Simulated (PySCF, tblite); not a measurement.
Isomers of C6H13O2PS, one GFN2-xTB conformer each. Single-point energies are computed at PBE0/pcSseg-1 (PySCF, gas phase, no added dispersion term), electronic only.

Question: Rank them by PBE0/pcSseg-1 energy, lowest first (kcal/mol).
A. `[CH2:1]=[CH:2][P@@:3](=[O:4])([CH2:5][O:6][CH3:7])[CH2:8][S:9][CH3:10]` with C1–C2–P3–O4 -1°, C2–P3–C5–O6 55°, P3–C5–O6–C7 180°, C2–P3–C8–S9 54°, P3–C8–S9–C10 73°
B. `[CH3:1][S:2][CH2:3][P:4]1(=[O:5])[CH2:6][CH2:7][O:8][CH2:9][CH2:10]1` with C1–S2–C3–P4 76°, S2–C3–P4–O5 -71°, C3–P4–C6–C7 166°, P4–C6–C7–O8 -63°, C6–C7–O8–C9 70°, C7–O8–C9–C10 -70°

Answer: B (0.0), A (28.7).

As drawn, the higher has a C=C bond outside aromatic rings, which the lower lacks. GFN2-xTB itself gives, in the same order: 0.0, 35.2. Both levels put the same isomer lowest.

Question: Which frontier levels, dipoles and rotational constants go with these structures?

Answer: 
```csv
SMILES,"HOMO (eV, PBE0/pcSseg-1)",LUMO (eV),dipole (D),"A, B, C (MHz)"
CSCP1(=O)CCOCC1,-6.45,0.72,1.94,"2137, 591.8, 564.8"
C=C[P@@](=O)(COC)CSC,-6.22,-0.52,2.99,"1421, 609.8, 545.1"
```

Question: What happens when harmonic zero-point energies from GFN2-xTB frequencies are added?

Answer: 
```csv
SMILES,ZPE (kcal/mol),electronic (kcal/mol),with ZPE (kcal/mol)
CSCP1(=O)CCOCC1,115.5,0.0,0.0
C=C[P@@](=O)(COC)CSC,112.3,28.7,25.4
```

The zero-point energies span 3.2 kcal/mol. The order is unchanged.
